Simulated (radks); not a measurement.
Results of a calculation; reference values are marked as such.
Excited configurations of B V: one electron is placed in a higher orbital outside the bare nucleus. The ground configuration is 1s1. Code: a radial shooting solver on a logarithmic mesh with Libxc functionals. Model: scalar-relativistic Kohn-Sham, r2SCAN, spin-polarised, spherical densities, finite nucleus; open shells are filled with parallel spins first; meta-GGA in the generalised Kohn-Sham scheme; Fermi nuclear charge, rms radius 2.406 fm. Excitation = E - E(ground); binding = E(ion) - E, where the ion is the core of charge +5; n* = 5/sqrt(2 binding) in atomic units, and the quantum defect is n - n*.

outer orbital	excitation (eV)	binding (eV)	n*	quantum defect	<r> (bohr)
2p	257.00	83.260	2.021	-0.021	1.012
4p	318.94	21.321	3.994	0.006	4.592
5p	326.56	13.706	4.982	0.018	7.281
5f	326.71	13.547	5.011	-0.011	6.339
6f	330.79	9.476	5.991	0.009	9.628
7d	333.26	7.001	6.970	0.030	14.09

The Delta-SCF ionisation energy is 340.26 eV (NIST Atomic Spectra Database: 340.23 eV, theoretical). Self-interaction in the functional shifts the binding energies and quantum defects, so they are the method's values and not measured ones.
